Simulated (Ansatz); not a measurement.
Frontier orbitals of `N#[C][GeH]([C]#N)[C]#N`.

Charge 0, multiplicity 1. Correlated methods include outer-core shells of Ge, which these sets cover unevenly. Scalar relativity is left out up to krypton. The structure was optimised at the PBE0-D4/def2-TZVP level. Basis def2-TZVPP, Ansatz.

```csv
functional,HOMO (eV),LUMO (eV),gap (eV)
PBE,-9.33,-2.98,6.35
r2SCAN,-9.73,-2.85,6.88
B97M-V,-9.74,-2.77,6.97
PBE0,-10.84,-2.06,8.78
HSE06 (plane-wave form),-10.43,-2.44,7.99
ωB97M-V,-13.14,0.04,13.18
```

Against PBE, PBE0 changes HOMO and LUMO by −1.51 and +0.92 eV, ωB97M-V by −3.81 and +3.02 eV. A gap of 6.35 eV thus becomes 13.18 eV for the same molecule, so an orbital gap means little without its functional. A positive LUMO is unbound and depends on the basis.
